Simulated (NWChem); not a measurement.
System: MgCl2; SMILES [Cl][Mg][Cl]

Output (shortened):

```
             Northwest Computational Chemistry Package (NWChem) 7.3.0
             --------------------------------------------------------

                             Geometry "geometry" -> ""
                             -------------------------

 Output coordinates in angstroms (scale by  1.889725989 to convert to a.u.)

  No.       Tag          Charge          X              Y              Z
 ---- ---------------- ---------- -------------- -------------- --------------
    1 Mg                  12.0000     0.00000000     0.00000000     0.04193500
    2 Cl                  17.0000     2.19297800     0.00000000     0.04213500
    3 Cl                  17.0000    -2.19297800     0.00000000     0.04213500

 Effective nuclear repulsion energy (a.u.)     133.3211866122

  xc_inp: hfexch multiplicative factor not found.
                              NWChem Property Module
                              ----------------------

                                 NWChem DFT Module
                                 -----------------

 Summary of "ao basis" -> "ao basis" (spherical)
 ------------------------------------------------------------------------------
       Tag                 Description            Shells   Functions and Types
 ---------------- ------------------------------  ------  ---------------------
 Mg                       aug-cc-pvdz               11       27   5s4p2d
 Cl                       aug-cc-pvdz               11       27   5s4p2d

            General Information
            -------------------
          SCF calculation type: DFT
          Wavefunction type:  closed shell.
          No. of atoms     :     3
          No. of electrons :    46
           Alpha electrons :    23
            Beta electrons :    23
          Charge           :     0
          Spin multiplicity:     1
          Use of symmetry is: off; symmetry adaption is: off
          Maximum number of iterations: 150
          AO basis - number of functions:    81
                     number of shells:    33
          Convergence on energy requested:  1.00D-06
          Convergence on density requested:  1.00D-05
          Convergence on gradient requested:  5.00D-04

              XC Information
              --------------
                     Hartree-Fock (Exact) Exchange  1.000

      Superposition of Atomic Density Guess
      -------------------------------------

 Sum of atomic energies:       -1118.56055222

      Non-variational initial energy
      ------------------------------

 Total energy =   -1118.770014
 1-e energy   =   -1815.034319
 2-e energy   =     562.943118
 HOMO         =      -0.459052
 LUMO         =      -0.084609

   convergence    iter        energy       DeltaE   RMS-Dens  Diis-err
 ---------------- ----- ----------------- --------- --------- ---------
 d= 0,ls=0.0,diis     1  -1118.7521001323 -1.25D+03  6.59D-03  1.93D-01
 d= 0,ls=0.0,diis     2  -1118.7875593247 -3.55D-02  2.09D-03  3.07D-02
 d= 0,ls=0.0,diis     3  -1118.7923953634 -4.84D-03  7.16D-04  6.62D-04
 d= 0,ls=0.0,diis     4  -1118.7927411556 -3.46D-04  1.60D-04  3.72D-05
 d= 0,ls=0.0,diis     5  -1118.7927642458 -2.31D-05  3.39D-05  2.28D-06
  Resetting Diis
 d= 0,ls=0.0,diis     6  -1118.7927652859 -1.04D-06  6.58D-06  1.35D-07
 d= 0,ls=0.0,diis     7  -1118.7927653290 -4.31D-08  1.30D-06  5.39D-09

         Total DFT energy =    -1118.792765329016
      One electron energy =    -1816.910823391318
           Coulomb energy =      636.108052686721
    Exchange-Corr. energy =      -71.311181236617
 Nuclear repulsion energy =      133.321186612198

 Numeric. integr. density =        0.000000000000

                       DFT Final Molecular Orbital Analysis
                       ------------------------------------

 Vector   21  Occ=2.000000D+00  E=-4.546007D-01
              MO Center= -1.8D-11,  1.0D-12,  4.2D-02, r^2= 5.7D+00
   Bfn.  Coefficient  Atom+Function         Bfn.  Coefficient  Atom+Function
  ----- ------------  ---------------      ----- ------------  ---------------
    37      0.405249  2 Cl py                64      0.405249  3 Cl py
    40      0.339513  2 Cl py                67      0.339513  3 Cl py
    10      0.078929  1 Mg py                43      0.029601  2 Cl py
    70      0.029601  3 Cl py

 Vector   22  Occ=2.000000D+00  E=-4.505197D-01
              MO Center=  1.8D-11, -1.2D-11,  4.2D-02, r^2= 5.8D+00
   Bfn.  Coefficient  Atom+Function         Bfn.  Coefficient  Atom+Function
  ----- ------------  ---------------      ----- ------------  ---------------
    37      0.411940  2 Cl py                64     -0.411940  3 Cl py
    40      0.334354  2 Cl py                67     -0.334354  3 Cl py
    18      0.059531  1 Mg d -2              43      0.032180  2 Cl py
    70     -0.032180  3 Cl py

 Vector   23  Occ=2.000000D+00  E=-4.505197D-01
              MO Center=  1.5D-13,  1.2D-11,  4.2D-02, r^2= 5.8D+00
   Bfn.  Coefficient  Atom+Function         Bfn.  Coefficient  Atom+Function
  ----- ------------  ---------------      ----- ------------  ---------------
    38      0.411940  2 Cl pz                65     -0.411940  3 Cl pz
    41      0.334354  2 Cl pz                68     -0.334354  3 Cl pz
    21     -0.059531  1 Mg d  1              44      0.032180  2 Cl pz
    71     -0.032180  3 Cl pz

 Vector   24  Occ=0.000000D+00  E= 2.641843D-03
              MO Center=  1.6D-13,  3.8D-14,  4.1D-02, r^2= 1.4D+01
   Bfn.  Coefficient  Atom+Function         Bfn.  Coefficient  Atom+Function
  ----- ------------  ---------------      ----- ------------  ---------------
     4      1.456616  1 Mg s                  5     -1.247923  1 Mg s
    32     -0.583952  2 Cl s                 59     -0.583952  3 Cl s
    27      0.368327  1 Mg d  2               3     -0.239165  1 Mg s
    42      0.230805  2 Cl px                69     -0.230805  3 Cl px
    25     -0.212654  1 Mg d  0              22      0.104094  1 Mg d  2

 Vector   25  Occ=0.000000D+00  E= 1.855133D-02
              MO Center=  4.7D-14,  2.9D-10,  4.2D-02, r^2= 3.9D+01
   Bfn.  Coefficient  Atom+Function         Bfn.  Coefficient  Atom+Function
  ----- ------------  ---------------      ----- ------------  ---------------
    16      1.040027  1 Mg py                43     -0.142361  2 Cl py
    70     -0.142361  3 Cl py                13      0.117902  1 Mg py
    10      0.067771  1 Mg py                37     -0.049781  2 Cl py
    64     -0.049781  3 Cl py                40     -0.040122  2 Cl py
    67     -0.040122  3 Cl py

 Vector   26  Occ=0.000000D+00  E= 1.855133D-02
              MO Center=  4.7D-14, -2.9D-10,  4.3D-02, r^2= 3.9D+01
   Bfn.  Coefficient  Atom+Function         Bfn.  Coefficient  Atom+Function
  ----- ------------  ---------------      ----- ------------  ---------------
    17      1.040027  1 Mg pz                44     -0.142361  2 Cl pz
    71     -0.142361  3 Cl pz                14      0.117902  1 Mg pz
    11      0.067771  1 Mg pz                38     -0.049781  2 Cl pz
    65     -0.049781  3 Cl pz                41     -0.040122  2 Cl pz
    68     -0.040122  3 Cl pz

     Multipole analysis of the density
     ---------------------------------

     L   x y z        total         alpha         beta         nuclear
     -   - - -        -----         -----         ----         -------
     0   0 0 0     -0.000000    -23.000000    -23.000000     46.000000

     1   1 0 0     -0.000000     -0.000000     -0.000000      0.000000
     1   0 1 0      0.000000      0.000000      0.000000      0.000000
     1   0 0 1     -0.000427     -1.829289     -1.829289      3.658150

     2   2 0 0    -39.037771   -311.473365   -311.473365    583.908958
     2   1 1 0     -0.000000     -0.000000     -0.000000      0.000000
     2   1 0 1     -0.000000     -0.000000     -0.000000      0.000000
     2   0 2 0    -25.017918    -12.508959    -12.508959      0.000000
     2   0 1 1     -0.000000     -0.000000     -0.000000      0.000000
     2   0 0 2    -25.017986    -12.654451    -12.654451      0.290916

 *** CALLING NEW AORESP DRIVER FOR CLOSED AND OPEN SHELLS ***
 Entering AOResponse driver routine

--------------------------------------------------------------------------------

          -----------------------------------------------
          Solving response equations for perturbing field
          -----------------------------------------------

 number of frequencies:     1
 frequency in a.u.:  0.0000000E+00
 Perturbing field: electric
 Using El. Dipole Length Gauge

 Setting up CPKS with frequency omega =      0.00000000 a.u.

 STATIC response

                                NWChem CPHF Module
                                ------------------

  scftype          =     RHF
  nclosed          =       23
  nopen            =        0
  variables        =     1334
  # of vectors     =        3
  tolerance        = 0.10D-03
  level shift      = 0.00D+00
  max iterations   =       50
  max subspace     =       30

 SCF residual:    3.9303221631198663E-005

Iterative solution of linear equations
  No. of variables     1334
  No. of equations        3
  Maximum subspace       30
        Iterations       50
       Convergence  1.0D-04

   iter   nsub   residual    time
   ----  ------  --------  ---------
     1      3    9.56D-01      46.7
     2      6    4.38D-01      56.2
     3      9    7.35D-02      65.8
     4     12    2.72D-02      75.3
     5     15    6.07D-03      84.9
     6     18    7.87D-04      94.4
     7     21    9.80D-05     103.9

 Electric Dipole Response Matrix (nonzero elements):

              1        2        3
    1   51.9482   0.0000  -0.0000
    2    0.0000  37.8477   0.0000
    3    0.0000   0.0000  37.8477

 ------------------------------------------
 average:        42.54782 + I       0.00000

 DFT Linear Response polarizability / au
 Frequency  =       0.0000000 / au
              X              Y              Z
 -----------------------------------------------
 X      51.9481651      0.0000000     -0.0000000
 Y       0.0000000     37.8476544      0.0000000
 Z       0.0000000      0.0000000     37.8476547
 -----------------------------------------------
 Eigenvalues =      51.9481651     37.8476544     37.8476547
 Isotropic   =      42.5478247
 Anisotropic =      14.1005106
 -----------------------------------------------

 Magnetic Dipole Response Matrix (nonzero elements):

 Exiting AOResponse driver routine
```

Level: Hartree-Fock/aug-cc-pVDZ. The geometry was optimised at PBE0/def2-SVP.

Problem. Write an input that gives this output.

Solution. This is not unique; one that fits is the input that was run:
```
start job
memory heap 200 mb stack 900 mb global 1100 mb
geometry units angstroms noautosym nocenter noautoz
  Mg     0.000000     0.000000     0.041935
  Cl     2.192978     0.000000     0.042135
  Cl    -2.192978     0.000000     0.042135
end
basis spherical
  * library aug-cc-pvdz
end
dft
  xc hfexch
  iterations 150
end
property
  response 1 0.0
end
task dft property
```
